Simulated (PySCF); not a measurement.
# Functional dependence of a UV spectrum

Species: B2ClH4N.
SMILES with atom numbers: `[BH2:1][NH:2][BH:3][Cl:4]` (hydrogens: H5, H6 on B1; H7 on N2; H8 on B3)

Cartesian coordinates in Å at the PBE0-D3(BJ)/def2-SVP level; atoms count from 1:
```
atom  x, y, z in Å
B1    -1.172    0.678   -0.001
N2     0.090    0.089   -0.267
B3     1.270    0.301    0.488
Cl4    2.761   -0.512    0.022
H5    -2.105    0.419   -0.723
H6    -1.282    1.422    0.942
H7     0.163   -0.536   -1.066
H8     1.275    1.025    1.446
```

Linear-response calculations in the def2-SVPD basis (PySCF; singlets by full response, triplets Tamm–Dancoff, core orbitals frozen in the response; HF means time-dependent Hartree–Fock). 'Strongest' is the level of largest summed f among the singlets computed (10 roots, of which the last may lack a degenerate partner); it can jump between rows when another state enters that window. S1 is the lowest singlet of each run and needn't be the same state throughout; f(S1) is that of one state. Geometry: PBE0-D3(BJ)/def2-SVP, one conformer, isolated molecule.

| functional | kind | S1 (eV) | f(S1) | strongest (eV) | T1 (eV) | HOMO (eV) | gap (eV) | ionisation energy, ΔSCF (eV) |
| --- | --- | --- | --- | --- | --- | --- | --- | --- |
| LDA | LDA | 5.07 | 0.001 | 6.10 | 4.92 | -7.76 | 5.00 | 11.30 |
| PBE | GGA | 5.23 | 0.001 | 6.16 | 5.05 | -7.66 | 5.17 | 11.17 |
| B3LYP | global hybrid, 20% exact exchange | 5.96 | 0.002 | 6.71 | 5.71 | -8.78 | 7.10 | 11.25 |
| PBE0 | global hybrid, 25% exact exchange | 6.09 | 0.002 | 6.85 | 5.65 | -9.05 | 7.57 | 11.30 |
| BHandHLYP | global hybrid, 50% exact exchange | 6.78 | 0.002 | 7.41 | 6.16 | -10.30 | 9.96 | 11.49 |
| CAM-B3LYP | range-separated hybrid | 6.39 | 0.002 | 7.06 | 5.87 | -10.43 | 10.10 | 11.61 |
| wB97X-D | range-separated hybrid | 6.48 | 0.002 | 7.13 | 6.03 | -10.93 | 11.38 | 11.60 |
| LC-wPBE | range-separated hybrid | 6.57 | 0.001 | 7.30 | 5.84 | -11.86 | 12.69 | 11.78 |
| HF | Hartree–Fock | 7.52 | 0.000 | 8.44 | 6.56 | -12.34 | 14.32 | not settled |

S1 runs from 5.07 eV (LDA) to 7.52 eV (HF), a spread of 2.45 eV, while the orbital gap spreads over 9.3 eV. Along PBE (0%), B3LYP (20%), PBE0 (25%), BHandHLYP (50%), HF (100%) S1 rises with the share of exact exchange. −ε(HOMO) comes closest to its own ΔSCF ionisation energy with LC-wPBE (+0.08 eV) and misses most with LDA (-3.54 eV). 'Not settled' means that the ion's SCF failed to converge or may have ended in another state than the lowest.
